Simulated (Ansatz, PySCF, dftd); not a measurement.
System: BNH3, charge 0, doublet. BNH3 (SMILES [BH]N, doublet).
B3LYP-D3(BJ)/def2-TZVP minimum from Ansatz (a first-principles code):
```
N
H 1 1.0078
H 1 1.0126 2 112.87
B 1 1.3753 2 123.32 3 -180.00
H 4 1.1913 1 125.43 2 180.00
```
Charge 0, spin multiplicity 2.

Quantity: enthalpy of formation at 298 K (by atomisation, with ideal-gas terms from PySCF's Hessian at B3LYP-D3(BJ)/def2-TZVP and the atoms' measured values of the G2/97 table; no spin-orbit terms), in kJ/mol. UHF or UKS for unpaired electrons; spin-orbit terms are left out. Correlated methods leave the cores frozen. Rows without X2C or -DK are non-relativistic. CBS(X,Y): correlation extrapolated as X^-3, Hartree-Fock from the larger set. A bracket is a step between two methods taken in the basis named. The functionals are non-relativistic, so their misses hold any scalar relativity. Double hybrids freeze cores in their MP2 part. '+ core + X2C': CCSD(T) terms for core correlation (cc-pwCVTZ) and scalar relativity (cc-pVTZ-DK). Where a partner has so few electrons that a lower coupled-cluster level is exact, that level stands in.

```csv
level,program,enthalpy of formation at 298 K (kJ/mol),difference against the last row
B3LYP-D4/def2-TZVPD,Ansatz + dftd4,117.8,-28.7
r2SCANh/def2-TZVPD,Ansatz,137.8,-8.7
B2PLYP-D4/def2-TZVPD,Ansatz + dftd4,147.6,1.1
CCSD(T)/aug-cc-pVDZ,Ansatz,278.3,131.8
CCSDT(Q)/cc-pVDZ,Ansatz,296.0,149.5
CCSDTQ/cc-pVDZ,Ansatz,296.1,149.6
"CCSD(T)/CBS(cc-pVTZ,cc-pVQZ) + [CCSDTQ - CCSD(T)]/cc-pVDZ + core + X2C",Ansatz,145.5,-1.0
"CCSD(T)/CBS(cc-pVTZ,cc-pVQZ) + [CCSDT(Q) - CCSD(T)]/cc-pVTZ + [CCSDTQ - CCSDT(Q)]/cc-pVDZ + core + X2C",Ansatz,146.5,0.0
```
